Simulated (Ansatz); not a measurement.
Basis sets compared for BeMeCl (CH₃BeCl). Charge 0, multiplicity 1. Geometry PBE0-D4/def2-TZVP. Ansatz on 4 threads of Arm Neoverse V2 on a shared host; times are rough, and most runs start from earlier orbitals.

```tsv
atom	x (Å)	y (Å)	z (Å)
Be1	0.2578	0.4515	0.8721
C2	-0.1671	-0.2926	-0.5653
H3	-0.9704	-1.0215	-0.4201
H4	0.6791	-0.8267	-1.0084
H5	-0.5172	0.4323	-1.3066
Cl6	0.7179	1.2571	2.4283
```

Binding counts from free atoms (Be singlet, C triplet, H doublet, Cl doublet) in the same basis, without a counterpoise term.

```tsv
level	functions	energy (Eh)	HOMO (eV)	LUMO (eV)	binding per atom (eV)	wall time
HF/STO-3G	22	-508.2614	-11.18	6.38	3.49	0.05 s
HF/6-31G	37	-513.7845	-12.39	3.38	2.73	0.1 s
PBE-D4/def2-SVP	56	-514.4602	-7.46	-0.57	3.65	0.3 s
PBE0-D4/def2-SVP	56	-514.5159	-8.92	0.23	3.62	0.35 s
```

Q: Estimate the rows for PBE-D4/def2-TZVP (with forces), PBE0-D4/def2-TZVP.

A: 
```json
{"level": "PBE-D4/def2-TZVP (with forces)", "functions": "105", "energy (Eh)": "-514.6822", "HOMO (eV)": "-7.51", "LUMO (eV)": "-0.71", "binding per atom (eV)": "3.63", "wall time": "0.6 s"}
{"level": "PBE0-D4/def2-TZVP", "functions": "105", "energy (Eh)": "-514.7351", "HOMO (eV)": "-8.91", "LUMO (eV)": "-0.13", "binding per atom (eV)": "3.60", "wall time": "0.6 s"}
```
